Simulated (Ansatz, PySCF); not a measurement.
Reaction (SMILES): ClCCl [dichloromethane] → Cl[CH]Cl + H atom (the C-H bond at the site shown breaks; other sites are not compared here)
Each molecule is optimised on its own at B3LYP-D3(BJ)/def2-TZVP (Ansatz, a quantum-chemistry and plane-wave program).

Quantity: bond dissociation energy (enthalpy at 298 K, with B3LYP-D3(BJ) rigid-rotor harmonic-oscillator terms from PySCF), in kcal/mol. Correlated levels leave the core frozen unless marked. Open shells are spin-unrestricted. Spin-orbit coupling is left out. Non-relativistic. Basis-set limits of correlation are two-point, X^-3; Hartree-Fock from the larger set. [CCSD(T)-MP2]/basis is that difference in the basis named.

| level | program | bond dissociation energy (kcal/mol) |
|---|---|---|
| RI-HF/aug-cc-pV(Q+d)Z | Ansatz | 72.9 |
| PBE-D4/def2-TZVPD | Ansatz + dftd4 | 90.0 |
| BLYP/def2-TZVPD | Ansatz | 90.5 |
| revPBE-D3(BJ)/def2-TZVPD | Ansatz + dftd3 | 89.3 |

Problem. Predict the RI-MP2/CBS(aug-cc-pV(T+d)Z,aug-cc-pV(Q+d)Z)+[CCSD(T)-MP2]/aug-cc-pV(T+d)Z result (Ansatz).

Solution. 96.6 kcal/mol
